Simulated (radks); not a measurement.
Spherical quantum dot in the effective-mass picture: electrons in a hard-walled sphere of radius 4.18, all in effective atomic units (hartree* = m*/eps^2 hartree, bohr* = eps/m* bohr), one dielectric constant everywhere. Method: non-relativistic Kohn-Sham, r2SCAN, spin-polarised, spherical densities, generalised Kohn-Sham scheme; computed with a radial shooting solver with Libxc functionals. Levels are named by radial order and angular momentum (1s, 1p, 1d, 2s, ...), and open shells are averaged over m. Results are scaled to m* = 0.162 and eps = 7.5, for which hartree* = 78.37 meV and bohr* = 2.45 nm.

N = 17, configuration 1s2 1p6 1d(up 5, down 4). This is the lowest configuration that the search found. Occupied and some empty levels:

level    occupation  eigenvalue (meV)  <r> (nm)
1s up             1            422.58     6.830
1s down           1            423.67     6.817
1p up             3            435.14     7.100
1p down           3            436.35     7.093
1d up             5            456.86     7.337
1d down           4            458.20     7.333
1f up             0            486.50     7.538
1f down           0            487.99     7.536
2s up             0            507.32     4.578
2s down           0            508.08     4.578
2p up             0            547.39     5.383
2p down           0            548.38     5.379

Energy (meV): total 4202.07, kinetic 1156.4, external 0, Hartree 3547.1, exchange-correlation -501.39.
